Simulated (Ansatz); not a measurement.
An input meant for `[CH3][Ge]([CH3])([CH3])[Ge]([CH3])([CH3])[Ge]([CH3])([CH3])[Ge]([CH3])([CH3])[CH3]` with charge -1 (charge -1, doublet).

```yaml
crystal:
  periodic: [false, false, false]
  atoms:
    - {symbol: C, position_ang: [4.394159, -0.004162, -1.551437]}
    - {symbol: Ge, position_ang: [3.068240, 0.168114, -0.090273]}
    - {symbol: C, position_ang: [3.411280, -1.255992, 1.242858]}
    - {symbol: C, position_ang: [3.318961, 1.924055, 0.788870]}
    - {symbol: Ge, position_ang: [0.788861, -0.015886, -0.955697]}
    - {symbol: C, position_ang: [0.309041, 1.645316, -1.937172]}
    - {symbol: C, position_ang: [-0.738063, -0.083659, 0.926906]}
    - {symbol: Ge, position_ang: [-0.788063, -0.383659, 0.876906]}
    - {symbol: C, position_ang: [-0.315338, 0.779038, 2.418893]}
    - {symbol: C, position_ang: [-0.657355, -2.271965, 1.482265]}
    - {symbol: Ge, position_ang: [-3.068965, 0.105971, 0.144733]}
    - {symbol: C, position_ang: [-3.406563, -0.705622, -1.630186]}
    - {symbol: C, position_ang: [-4.393279, -0.614534, 1.429177]}
    - {symbol: C, position_ang: [-3.327837, 2.063241, -0.000808]}
    - {symbol: H, position_ang: [4.249205, 0.793137, -2.307358]}
    - {symbol: H, position_ang: [5.424656, 0.078195, -1.149282]}
    - {symbol: H, position_ang: [4.292793, -0.985217, -2.056663]}
    - {symbol: H, position_ang: [4.452294, -1.190624, 1.619986]}
    - {symbol: H, position_ang: [2.721688, -1.157075, 2.104922]}
    - {symbol: H, position_ang: [3.264696, -2.258961, 0.794619]}
    - {symbol: H, position_ang: [3.154227, 2.748562, 0.066900]}
    - {symbol: H, position_ang: [2.604479, 2.047784, 1.626659]}
    - {symbol: H, position_ang: [4.349255, 2.011694, 1.190227]}
    - {symbol: H, position_ang: [1.027904, 1.832362, -2.760172]}
    - {symbol: H, position_ang: [-0.705909, 1.553487, -2.373977]}
    - {symbol: H, position_ang: [0.319792, 2.519826, -1.257014]}
    - {symbol: H, position_ang: [1.363847, -1.375205, -3.084750]}
    - {symbol: H, position_ang: [-0.363225, -1.614349, -2.637400]}
    - {symbol: H, position_ang: [0.927593, -2.485189, -1.739099]}
    - {symbol: H, position_ang: [-0.332014, 1.847015, 2.124534]}
    - {symbol: H, position_ang: [-1.033732, 0.633318, 3.250609]}
    - {symbol: H, position_ang: [0.700873, 0.533013, 2.787861]}
    - {symbol: H, position_ang: [0.373664, -2.497815, 1.820946]}
    - {symbol: H, position_ang: [-0.914483, -2.965563, 0.657575]}
    - {symbol: H, position_ang: [-1.353833, -2.455888, 2.325017]}
    - {symbol: H, position_ang: [-4.447924, -0.505872, -1.955565]}
    - {symbol: H, position_ang: [-2.717573, -0.283667, -2.388949]}
    - {symbol: H, position_ang: [-3.255692, -1.803105, -1.596731]}
    - {symbol: H, position_ang: [-5.424343, -0.390122, 1.087147]}
    - {symbol: H, position_ang: [-4.251619, -0.163597, 2.431525]}
    - {symbol: H, position_ang: [-4.287163, -1.713516, 1.523885]}
    - {symbol: H, position_ang: [-2.614944, 2.499255, -0.728371]}
    - {symbol: H, position_ang: [-4.358998, 2.292558, -0.339035]}
    - {symbol: H, position_ang: [-3.165513, 2.551998, 0.980496]}
basis:
  gaussian: {orbitals: def2-SVPD, fitting: {mean_field: def2-universal-jkfit}, final_grid: {core_spheres: 8, valence_spheres: 7, degree: 23}}
total_charge: -1
magnetization: {spin_polarized: true, initial_magnetization: 1}
hamiltonian: {xc: {name: RPBE}, pseudopotentials: {relativity: scalar}}
scf: {omitted_lower_state_checks: [starts]}
```

```sh
$ ansatz run in.yaml --threads 2 --pin off --events-out ev --progress --plain --max-ram 32768MiB --backend cuda --devices 0, --max-vram 18GiB
```

Shortened log:

```
Functional definition: RPBE
2354 factors; integrals over basis functions are off by at most 4.3e-1 eV
mean field evaluation 1: about -237028.8411 eV, gradient 1.1e2 eV
mean field evaluation 2: about -236849.3440 eV, gradient 1.9e2 eV
mean field evaluation 4: about -237021.8704 eV, gradient 8.0e1 eV
mean field evaluation 8: about -237087.1663 eV, gradient 1.1e0 eV
mean field evaluation 16: about -237087.5233 eV, gradient 6.8e-5 eV
mean field -237087.52330162 eV, -8712.8057776393 hartree, gradient 1.3e-5 eV, S^2 1.750788; 0 other end points of the search recorded, 0 dependent functions left out
reference -237087.52341350 eV, -8712.8057817508 hartree; 110, 109 occupied and 482, 483 virtual orbitals, 2354 factors
Total energy: -237087.52341350 eV, -8712.8057817508 hartree
Relativity: scalar
Checks for a lower state left out: starts
```

Problem. What is wrong with this run?

Solution. One atom was put on top of another. The run converged. The result belongs to that input, not to the species as meant. The charge -1 doublet is spin-contaminated (final ⟨S²⟩ up to 1.75, 0.75 for a pure state).
